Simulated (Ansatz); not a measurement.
`C#[C][SnH]([Cl])[Cl]` + HBr → `[Cl][SnH]([Cl])[Br]` + `C#C` at 700 K and 1 bar (ligand exchange at the Sn–C bond).

Computed with Ansatz on PBE0-D4/def2-TZVP structures; ΔE is electronic, products minus reactants. CCSD(T)/CBS adds triple-zeta CCSD(T) − MP2 to the extrapolated MP2 energy (def2 sets, frozen cores). This one scheme is used for every species. Elements past krypton have def2 core potentials. For Br, Sn outer-core shells are correlated without core-valence functions, which leaves a few kJ/mol of doubt a bond. Scalar relativity is left out up to krypton.

```
               species  CCSD(T)/CBS energy (Eh)  H − E (kJ/mol)  S (J/(mol·K))
`C#[C][SnH]([Cl])[Cl]`              -1210.91086           144.3          476.8
                   HBr              -2573.91920            36.5          223.7
 `[Cl][SnH]([Cl])[Br]`              -3707.63582            84.2          446.3
                 `C#C`                -77.22717           102.1          244.4
```

H − E and S are ideal-gas, rigid-rotor, harmonic terms from PBE0-D4/def2-TZVP. 1 Eh = 2625.50 kJ/mol, R = 8.31446 J/(mol·K).

Problem. By hand: ΔE, ΔH, ΔS and ΔG.

Solution. ΔE = (-3707.63582) + (-77.22717) − (-1210.91086) − (-2573.91920) = -0.03293 Eh = -86.5 kJ/mol. Δ(H − E) = 84.2 + 102.1 − 144.3 − 36.5 = 5.5, so ΔH = -81.0 kJ/mol. ΔS = 446.3 + 244.4 − 476.8 − 223.7 = -9.8 J/(mol·K). ΔG = -81.0 − 700 × (-9.8)/1000 = -74.1 kJ/mol.

Problem. By hand: the equilibrium constant, and the temperature at which ΔG would vanish if ΔH and ΔS stayed fixed.

Solution. log₁₀ K = −ΔG/(RT ln 10) = 5.5. ΔG = 0 at ΔH/ΔS = 8265 K, far beyond where these terms or the molecules hold.

The number of gas molecules stays the same, so ΔS is small and ΔH decides. A doubt of 5 kJ/mol in ΔE shifts log₁₀ K by 0.4 here. These are equilibria of isolated gas molecules and say nothing of rates. Largest T1 diagnostic: 0.013 (customary marks: 0.02 for closed shells, 0.045 for open ones).
